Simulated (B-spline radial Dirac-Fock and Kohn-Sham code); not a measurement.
**Dipole and non-dipole photoemission parameters of Ni⁴⁺ 3d3/2**

System: the Ni⁴⁺ ion, [Ar] 3d6; threshold 78.34 eV (orbital energy of the model). Model: Dirac-Hartree-Slater photoionisation with a Latter tail; cross sections with all multipoles, angular parameters from the dipole term and its interference with E2. Program: a radial atomic solver.

For linearly polarised light dσ/dΩ = σ/(4π) [1 + β P₂(cos θ) + (δ + γ cos²θ) sin θ cos φ], with θ from the polarisation vector and φ the angle between the beam and the projection of the electron momentum on the plane normal to the polarisation.

```tsv
hν (eV)	σ (kb)	β	γ	δ
98.8	2490	0.455	-0.008	0.011
113	2180	0.603	-0.004	0.013
168	?	?	?	?
200	793	1.047	0.033	0.022
246	492	1.142	0.061	0.025
268	400	1.171	0.075	0.027
282	351	1.184	0.085	0.028
300	300	1.200	0.096	0.029
400	137	1.236	0.158	0.035
468	87.3	1.237	0.197	0.039
531	60.1	1.230	0.233	0.042
568	49.1	1.224	0.253	0.044
762	19.6	1.171	0.349	0.056
800	16.8	1.159	0.365	0.058
1130	5.27	1.052	0.487	0.078
1253.6	3.68	1.015	0.522	0.086
1390	2.56	0.975	0.557	0.094
1670	1.33	0.904	0.618	0.112
1980	0.712	0.838	0.673	0.131
2984.4	0.149	0.684	0.798	0.191
3160	0.120	0.664	0.814	0.201
3690	0.0648	0.611	0.857	0.231
4100	0.0425	0.576	0.886	0.253
4320	0.0344	0.559	0.899	0.265
6000	0.00888	0.455	0.974	0.349
6280	0.00733	0.441	0.983	0.362
6450	0.00654	0.433	0.987	0.370
9330	0.00134	0.330	1.018	0.494
15000	0.000168	0.240	1.021	0.689
```

Question: Give the values at 168 eV.

Answer: σ = 1150 kb, β = 0.940, γ = 0.019, δ = 0.019.

Values without a named source are computed, but for edge energies of neutral atoms, which are taken from tables.
